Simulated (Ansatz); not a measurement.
System: hept-1-ene, C₇H₁₄, net charge 0, singlet state. SMILES: C=CCCCCC
Structure (B3LYP-D3(BJ)/def2-TZVP (Ansatz, a program for electronic structure) minimum search):
```xyz
21

C      3.6805    -0.1131     0.1284
C      2.2922    -0.7454     0.1638
C      1.1714     0.2561    -0.1033
C     -0.2209    -0.3666    -0.0667
C     -1.3408     0.6465    -0.3310
C     -2.7003     0.0207    -0.3388
C     -3.6874     0.3199     0.4958
H      3.8821     0.3376    -0.8465
H      3.7725     0.6744     0.8804
H      4.4616    -0.8506     0.3218
H      2.2374    -1.5515    -0.5752
H      2.1285    -1.2161     1.1386
H      1.3325     0.7267    -1.0799
H      1.2263     1.0644     0.6347
H     -0.3890    -0.8365     0.9074
H     -0.2795    -1.1712    -0.8077
H     -1.3051     1.4401     0.4209
H     -1.1564     1.1238    -1.3009
H     -2.8614    -0.7508    -1.0886
H     -3.5702     1.0798     1.2606
H     -4.6471    -0.1784     0.4453
```

Quantity: vertical triplet-singlet gap (E(triplet) - E(singlet); each state is the SCF solution reached for its spin), in kcal/mol. Correlated levels leave the core frozen unless marked. UHF or UKS for open shells. Spin-orbit coupling is left out. Non-relativistic. 

| level | program | vertical triplet-singlet gap (kcal/mol) |
|---|---|---|
| HF/aug-cc-pVDZ | Ansatz | 81.3 |
| B3LYP/def2-TZVPD | Ansatz | 102.9 |
| wB97X-V/def2-TZVPD | Ansatz | 105.6 |
| MP2/aug-cc-pVDZ | Ansatz | 109.6 |
| CCSD/aug-cc-pVDZ | Ansatz | 104.1 |
| CCSD(T)/aug-cc-pVDZ | Ansatz | 106.8 |
